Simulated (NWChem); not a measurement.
Species: CH$_{5}$BrOSi; SMILES C[SiH](O)Br

```xyz
9

Si    -0.0875    -1.0806     0.3945
C      1.4749    -1.7872    -0.3075
O     -1.3574    -1.8397    -0.3517
Br    -0.1632     1.1235    -0.0157
H     -0.1790    -1.2015     1.8773
H      1.5231    -2.8696    -0.1102
H      2.3561    -1.3073     0.1433
H      1.5080    -1.6288    -1.3957
H     -2.2450    -1.5505    -0.1195
```
Atoms are numbered in this order, from 1.

Program: NWChem. Pople sets run with spherical d functions. Coordinates come from a PBE0/def2-SVP optimisation. GIAO values for the isolated, static molecule; σ is the absolute isotropic shielding, δ = σ(reference) − σ with the isolated reference molecule computed at the same levels (13C: tetramethylsilane, 1H: tetramethylsilane, 17O: water, 29Si: tetramethylsilane). Spin-orbit effects, on the heavy nuclei and on their neighbours, are missing.

Q: Predict the results for B3LYP/6-31G*. Quantities: δ Si1 (ppm); δ C2 (ppm); δ O3 (ppm); σ Br4 (ppm); δ H5 (ppm); δ H6 (rotor mean) (ppm); δ H9 (ppm).

A: 
```json
{
 "δ Si1 (ppm)": "25.5",
 "δ C2 (ppm)": "3.6",
 "δ O3 (ppm)": "51.7",
 "σ Br4 (ppm)": "2573.3",
 "δ H5 (ppm)": "5.83",
 "δ H6 (rotor mean) (ppm)": "0.43",
 "δ H9 (ppm)": "1.44"
}
```
